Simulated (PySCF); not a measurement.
W(O)2(Cl)(SH) (ClHO2SW), SMILES [O]=[W]([Cl])(=[O])[SH], multiplicity 1.

Geometry optimised at PBE-D3(BJ)/def2-SVP. The spin state was assumed, not searched. The structure was generated by enumeration; whether it is a known compound was not checked. The def2 effective core potentials stand for the cores of W; spin–orbit coupling is left out. One conformer was computed; it need not be the lowest.

All values below come from PBE-D3(BJ)/def2-SVP (PySCF).

Frequencies are harmonic and unscaled.

| mode | ν (cm⁻¹) | IR (km/mol) | moving atoms (share of kinetic energy) |
|---|---|---|---|
| 1 | 109 | 0.1 | Cl 42 %, S 42 %, W 13 % |
| 2 | 145 | 2.5 | O 44 %, W 21 %, S 17 %, Cl 17 % |
| 3 | 176 | 5.1 | O 64 %, H 18 %, Cl 10 % |
| 4 | 209 | 4.1 | O 75 %, S 9 %, Cl 8 % |
| 5 | 284 | 18.0 | H 79 %, O 16 % |
| 6 | 314 | 0.2 | O 80 %, S 9 %, Cl 9 % |
| 7 | 392 | 16.9 | S 67 %, W 18 %, O 10 % |
| 8 | 406 | 52.7 | Cl 70 %, W 23 % |
| 9 | 616 | 17.2 | H 93 % |
| 10 | 965 | 116.8 | O 89 %, W 11 % |
| 11 | 996 | 67.1 | O 94 % |
| 12 | 2594 | 8.1 | H 97 % |
